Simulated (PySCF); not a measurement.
C7H10S2.
Atom-mapped SMILES: `[CH:1]#[C:2][C@H:3]([S:4][S:5][CH3:6])[CH:7]1[CH2:8][CH2:9]1` (hydrogens: H10 on C1; H11 on C3; H12, H13, H14 on C6; H15 on C7; H16, H17 on C8; H18, H19 on C9)

The same species was optimised twice, with GFN2-xTB and with PBE0-D3(BJ)/def2-SVP (PySCF), and the same property calculations (PySCF, gas phase) were run on both structures.

| coordinate | GFN2-xTB | PBE0-D3(BJ)/def2-SVP | change |
| --- | --- | --- | --- |
| S4–S5 (Å) | 2.020 | 2.051 | +0.031 |
| C3–S4 (Å) | 1.880 | 1.854 | -0.026 |
| C2–C3 (Å) | 1.440 | 1.454 | +0.014 |
| C1≡C2 (Å) | 1.198 | 1.211 | +0.013 |
| S5–C6 (Å) | 1.825 | 1.813 | -0.012 |
| C3–C7 (Å) | 1.505 | 1.511 | +0.006 |
| C8–C9 (Å) | 1.497 | 1.498 | +0.001 |
| C7–C8 (Å) | 1.501 | 1.500 | -0.001 |
| C7–C9 (Å) | 1.499 | 1.500 | +0.001 |
| C2–C3–S4 (°) | 109.2 | 112.6 | +3.4 |
| S4–C3–C7 (°) | 108.3 | 106.3 | -2.0 |
| C1–C2–C3 (°) | 177.1 | 178.9 | +1.8 |
| C3–S4–S5 (°) | 102.4 | 103.5 | +1.1 |
| C2–C3–C7 (°) | 112.2 | 112.6 | +0.4 |
| S4–S5–C6 (°) | 102.7 | 103.1 | +0.4 |
| C3–C7–C8 (°) | 119.1 | 119.5 | +0.4 |
| C7–C9–C8 (°) | 60.1 | 60.1 | 0.0 |
| C2–C3–S4–S5 (°) | 75 | 60 | -15 |
| C3–S4–S5–C6 (°) | -92 | -94 | -2 |
| C2–C3–C7–C8 (°) | -92 | -90 | +2 |

Rotational constants: A = 1986, B = 749.7, C = 594.9 MHz (GFN2-xTB) against A = 2032, B = 738.3, C = 585.2 MHz (PBE0-D3(BJ)/def2-SVP). Point groups within 0.08 Å: C1 and C1. Atoms that the bonding makes alike are paired by their places after alignment.

On the GFN2-xTB structure: HOMO (eV) -6.70 [PBE0/pcSseg-1]; LUMO (eV) -0.16 [PBE0/pcSseg-1]; dipole (D) 1.65 [PBE0/pcSseg-1]; GIAO shielding of C1 (ppm) 106.9 [PBE0/pcSseg-1]; GIAO shielding of C2 (ppm) 93.3 [PBE0/pcSseg-1]; GIAO shielding of C3 (ppm) 126.9 [PBE0/pcSseg-1]; GIAO shielding of S4 (ppm) 365.1 [PBE0/pcSseg-1]; GIAO shielding of S5 (ppm) 464.8 [PBE0/pcSseg-1]; GIAO shielding of C6 (ppm) 159.9 [PBE0/pcSseg-1]; GIAO shielding of C7 (ppm) 168.6 [PBE0/pcSseg-1]; GIAO shielding of C8 (ppm) 176.7 [PBE0/pcSseg-1].

Question: What do these properties become on the PBE0-D3(BJ)/def2-SVP structure?

Answer: 
| property | level | on GFN2-xTB | on PBE0-D3(BJ)/def2-SVP | change |
| --- | --- | --- | --- | --- |
| HOMO (eV) | PBE0/pcSseg-1 | -6.70 | -6.73 | -0.03 |
| LUMO (eV) | PBE0/pcSseg-1 | -0.16 | -0.31 | -0.15 |
| dipole (D) | PBE0/pcSseg-1 | 1.65 | 1.74 | +0.09 |
| energy, GFN2-xTB geometry as zero (kcal/mol) | PBE0/pcSseg-1 | 0.0 | -1.2 | -1.2 |
| GIAO shielding of C1 (ppm) | PBE0/pcSseg-1 | 106.9 | 106.4 | -0.5 |
| GIAO shielding of C2 (ppm) | PBE0/pcSseg-1 | 93.3 | 94.6 | +1.3 |
| GIAO shielding of C3 (ppm) | PBE0/pcSseg-1 | 126.9 | 130.9 | +4.0 |
| GIAO shielding of S4 (ppm) | PBE0/pcSseg-1 | 365.1 | 374.2 | +9.1 |
| GIAO shielding of S5 (ppm) | PBE0/pcSseg-1 | 464.8 | 457.7 | -7.1 |
| GIAO shielding of C6 (ppm) | PBE0/pcSseg-1 | 159.9 | 158.3 | -1.6 |
| GIAO shielding of C7 (ppm) | PBE0/pcSseg-1 | 168.6 | 168.0 | -0.6 |
| GIAO shielding of C8 (ppm) | PBE0/pcSseg-1 | 176.7 | 175.7 | -1.0 |

The heavy atoms differ by 0.176 Å rms after alignment. Among bonds between heavy atoms S4–S5 changes most (+0.031 Å). Changes are differences of the printed values. Neither structure is proved a minimum here.

Shape of the structure used: `[CH:1]#[C:2][C@H:3]([S:4][S:5][CH3:6])[CH:7]1[CH2:8][CH2:9]1`: C2–C3–S4–S5 60°, C3–S4–S5–C6 -94°, C2–C3–C7–C8 -90°.
